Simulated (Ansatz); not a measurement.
Pulling on the Sn1–H2 bond in BrHSn (SMILES [Br][SnH]) (multiplicity 1 held, fragments rigid). Energies count from the point at 1.785 Å.
Geometry at that point (charge 0, multiplicity 1):
```json
[
 {"atom": "Sn", "x (Å)": "-0.5796", "y (Å)": "-0.4836", "z (Å)": "0.7118"},
 {"atom": "H", "x (Å)": "-1.7346", "y (Å)": "-1.0560", "z (Å)": "-0.5227"},
 {"atom": "Br", "x (Å)": "0.8776", "y (Å)": "0.7210", "z (Å)": "-1.0019"}
]
```

Restricted levels (R-, RO-) in cc, def2 and unpolarised 6-31G sets keep to the state of the molecule at rest. Active spaces are followed from a long bond inwards. Levels need not reach the same state.

Correlated levels freeze the cores. Filled d and f shells under p-block atoms count as core.

Codes used: Ansatz (Gaussian orbitals). Values without a source in brackets are computed. In def2 rows elements past Kr take small-core potentials, without spin–orbit coupling.

### Question
What energy at R = 5.712 Å does FIC-MRCISD+Q on CASSCF(2,2)/def2-TZVPP give?

### Answer
267 kJ/mol

### Question
Estimate the energy at R = 5.712 Å that SC-NEVPT2 on CASSCF(2,2)/def2-TZVPP returns for this input.

### Answer
251 kJ/mol

### Question
What is the computed energy at R = 5.712 Å (R-r2SCAN/def2-TZVPP)?

### Answer
389 kJ/mol

Doubts at one or more of the structures used: a restricted determinant that unrestricted orbitals would lower (R-r2SCAN/def2-TZVPP).

Ansatz is a quantum-chemistry and plane-wave program.
